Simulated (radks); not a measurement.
Question: Tl III, 79 electrons, occupied as [Xe] 4f14 5d10 6s1. Calculated with a radial shooting solver on a logarithmic mesh with Libxc functionals: Dirac Kohn-Sham, revPBE, spin-unpolarised, spherical densities, point nucleus. Some entries of the table are withheld. Estimate them.

orbital  occ.  eigenvalue (Ry)  <r> (bohr)
1s1/2       2        -6284.898     0.01631
2s1/2       2        -1119.113     0.06805
2p1/2       2        -1074.044     0.05589
2p3/2       4        -922.2017     0.06469
3s1/2       2        -268.0864         (1)
3p1/2       2        -247.8187      0.1674
3p3/2       4        -214.0599      0.1835
3d3/2       4        -180.7302      0.1595
3d5/2       6        -173.5228      0.1644
4s1/2       2        -60.85311         (2)
4p1/2       2              (3)      0.3931
4p3/2       4              (4)      0.4274
4d3/2       4        -29.71625      0.4333
4d5/2       6        -28.18551      0.4444
5s1/2       2        -10.90921      0.8782
4f5/2       6              (5)      0.4645
4f7/2       8              (6)      0.4710
5p1/2       2              (7)         (8)
5p3/2       4              (9)        (10)
5d3/2       4         -2.53169       1.333
5d5/2       6         -2.36614       1.382
6s1/2       1         -1.85358       2.275

Answer: 
(1) 3s1/2 <r> (bohr): 0.1770
(2) 4s1/2 <r> (bohr): 0.3914
(3) 4p1/2 eigenvalue (Ry): -52.12889
(4) 4p3/2 eigenvalue (Ry): -43.92278
(5) 4f5/2 eigenvalue (Ry): -9.84977
(6) 4f7/2 eigenvalue (Ry): -9.51178
(7) 5p1/2 eigenvalue (Ry): -7.98746
(8) 5p1/2 <r> (bohr): 0.9422
(9) 5p3/2 eigenvalue (Ry): -6.50452
(10) 5p3/2 <r> (bohr): 1.036
